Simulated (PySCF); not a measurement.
**Working out the ionisation energy of Si²⁺**

Si²⁺ [Ne] 3s2 (1S) → Si³⁺ [Ne] 3s1 (2S). Computed with PySCF 2.14 in aug-cc-pwCVTZ, with the non-relativistic Hamiltonian (point nucleus). Frozen: nothing. Energies in hartree (1 hartree = 27.21139 eV):

```tsv
part	Si²⁺ (lower)	Si³⁺ (upper)
UHF	-287.994337	-286.819975
CCSD correlation	-0.328622	-0.278292
(T)	-0.003195	-0.001496
```

**Question.** What does Hartree-Fock give?

**Answer.** (-286.819975) − (-287.994337) = 1.174362 hartree = 31.956 eV.

**Question.** What do CCSD and CCSD(T) give?

**Answer.** The CCSD correlation energies differ by 0.050330 hartree = 1.370 eV and the triples by 0.001699 hartree = 0.046 eV, so CCSD gives 33.326 eV and CCSD(T) 33.372 eV.

Measured between the centres of the two terms (NIST): 33.493 eV, so CCSD(T) (all electrons) is off by -0.121 eV.

What remains against the reference includes basis incompleteness and higher excitations.
